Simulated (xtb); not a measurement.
F₅Nb, charge +1, doublet, at a GFN2-xTB geometry (such geometries of metal compounds can be far from the true shape) (the multiplicity is a formal guess); xtb with GFN0-xTB.

Input for xtb:
```
$ xtb mol.xyz --gfn 0 --chrg 1 --uhf 1 --grad --json

# file mol.xyz
6

Nb     0.00000000    -0.00000000     0.00000000
F      1.47391396    -0.91144717    -0.52850996
F     -0.32893565     0.24552260     1.76465325
F     -1.14497831     0.66592457    -1.23614328
F     -0.95251155    -1.56350580     0.03998576
F      0.95251155     1.56350580    -0.03998576
```

**Question.** What does xtb print? Leave out banner, timings and long lists.

**Answer.** 
```
   ID    Z sym.   atoms
    1   41 Nb     1
    2    9 F      2-6

           -------------------------------------------------
          |                Calculation Setup                |
           -------------------------------------------------

           -------------------------------------------------
          |                 G F N 0 - x T B                 |
           -------------------------------------------------

          ...................................................
          :                      SETUP                      :
          :.................................................:
          :  # basis functions                  30          :
          :  # atomic orbitals                  29          :
          :  # shells                           13          :
          :  # electrons                        39          :
          :  electronic temp.          300.0000000     K    :
          :  accuracy                    1.0000000          :
          :  -> integral cutoff          0.2500000E+02      :
          :  -> integral neglect         0.1000000E-07      :
          ...................................................

         :::::::::::::::::::::::::::::::::::::::::::::::::::::
         ::                     SUMMARY                     ::
         :::::::::::::::::::::::::::::::::::::::::::::::::::::
         :: total energy             -19.413558737944 Eh    ::
         :: gradient norm              0.032984640144 Eh/a0 ::
         :: HOMO-LUMO gap              4.421858439730 eV    ::
         ::.................................................::
         :: H0 energy                -20.917013957895 Eh    ::
         :: repulsion energy           0.049093921539 Eh    ::
         :: electrostat energy         1.455504899754 Eh    ::
         :: -> Gsolv                   0.000000000000 Eh    ::
         ::    -> Gsasa                0.000000000000 Eh    ::
         ::    -> Gshift               0.000000000000 Eh    ::
         :: dispersion energy         -0.001143601342 Eh    ::
         :: short-range corr.          0.000000000000 Eh    ::
         :: add. restraining           0.000000000000 Eh    ::
         :: total charge               1.000000000000 e     ::
         :::::::::::::::::::::::::::::::::::::::::::::::::::::

           -------------------------------------------------
          |                Property Printout                |
           -------------------------------------------------

    * Orbital Energies and Occupations

         #    Occupation            Energy/Eh            Energy/eV
      -------------------------------------------------------------
         1        2.0000           -0.8341745             -22.6990
       ...           ...                  ...                  ...
         8        1.9981           -0.4470024             -12.1636
         9        1.9972           -0.4466339             -12.1535
        10        1.9972           -0.4466339             -12.1535
        11        1.9946           -0.4460120             -12.1366
        12        1.9882           -0.4452623             -12.1162
        13        1.9882           -0.4452623             -12.1162
        14        1.9572           -0.4440065             -12.0820
        15        1.9479           -0.4438094             -12.0767
        16        1.8737           -0.4428913             -12.0517
        17        1.8737           -0.4428913             -12.0517
        18        1.8117           -0.4424419             -12.0395
        19        1.8117           -0.4424419             -12.0395
        20        1.7605           -0.4421509             -12.0315 (HOMO)
        21                         -0.2796506              -7.6097 (LUMO)
        22                         -0.2796506              -7.6097
        23                         -0.1604696              -4.3666
        24                         -0.1604696              -4.3666
        25                          0.0445529               1.2123
        26                          0.0676540               1.8410
        27                          0.0676540               1.8410
        28                          0.1028330               2.7982
        29                          0.3236348               8.8066
      -------------------------------------------------------------
                  HL-Gap            0.1625003 Eh            4.4219 eV
             Fermi-level            0.0000000 Eh            0.0000 eV

     #   Z          covCN         q      C6AA      α(0)
     1  41 Nb       3.354     0.855   186.940    25.269
     2   9 F        0.671     0.028     9.194     3.494
     3   9 F        0.671     0.028     9.194     3.494
     4   9 F        0.671     0.028     9.194     3.494
     5   9 F        0.671     0.030     9.173     3.490
     6   9 F        0.671     0.030     9.173     3.490

 Mol. C6AA /au·bohr⁶  :        804.736788
 Mol. C8AA /au·bohr⁸  :      46582.897167
 Mol. α(0) /au        :         42.732993

Wiberg/Mayer (AO) data.
largest (>0.10) Wiberg bond orders for each atom

 ---------------------------------------------------------------------------
     #   Z sym  total        # sym  WBO       # sym  WBO       # sym  WBO
 ---------------------------------------------------------------------------
     1  41 Nb   2.561 --     4 F    0.530     2 F    0.530     3 F    0.530
                             6 F    0.485     5 F    0.485
     2   9 F    0.567 --     1 Nb   0.530
     3   9 F    0.567 --     1 Nb   0.530
     4   9 F    0.567 --     1 Nb   0.530
     5   9 F    0.548 --     1 Nb   0.485
     6   9 F    0.548 --     1 Nb   0.485
 ---------------------------------------------------------------------------

Topologies differ in total number of bonds
Writing topology from bond orders to xtbtopo.mol

 dipole moment from electron density (au)
     X       Y       Z
  -0.0000   0.0000  -0.0000  total (Debye):    0.000

           -------------------------------------------------
          | TOTAL ENERGY              -19.413558737944 Eh   |
          | GRADIENT NORM               0.032984640144 Eh/α |
          | HOMO-LUMO GAP               4.421858439730 eV   |
           -------------------------------------------------

normal termination of xtb
```
